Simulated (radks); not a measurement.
Values are calculated unless marked as measured or tabulated.
Gd2+, configuration [Xe] 4f7 5d1. Level of theory: Dirac Kohn-Sham, PBE, spin-unpolarised, spherical densities, finite nucleus; open shells fill j = l - 1/2 first; Fermi nuclear charge, rms radius 5.1569 fm (a radial shooting solver on a logarithmic mesh with Libxc functionals).

Spin-orbit splittings of the eigenvalues, e(l+1/2) - e(l-1/2), with zeta = 2 splitting/(2l+1) and mean radii in bohr:

| shell | occ. | splitting (eV) | zeta (eV) | <r> j=l-1/2 | <r> j=l+1/2 |
|---|---|---|---|---|---|
| 2p | 6 | ? | ? | 0.07746 | 0.08430 |
| 3p | 6 | 142.7 | 95.16 | 0.2336 | 0.2467 |
| 3d | 10 | 31.10 | 12.44 | 0.2187 | 0.2228 |
| 4p | 6 | 31.75 | 21.17 | 0.5648 | 0.5943 |
| 4d | 10 | 5.739 | 2.296 | 0.6302 | 0.6406 |
| 4f | 7 | 0.7540 | 0.2154 | 0.8574 | 0.8697 |
| 5p | 6 | 4.370 | 2.913 | 1.490 | 1.582 |
| 5d | 1 | 0.3573 | 0.1429 | 2.346 | 2.395 |

Estimate the 2p splitting.

Answer. 695.8 eV (zeta = 463.9 eV).
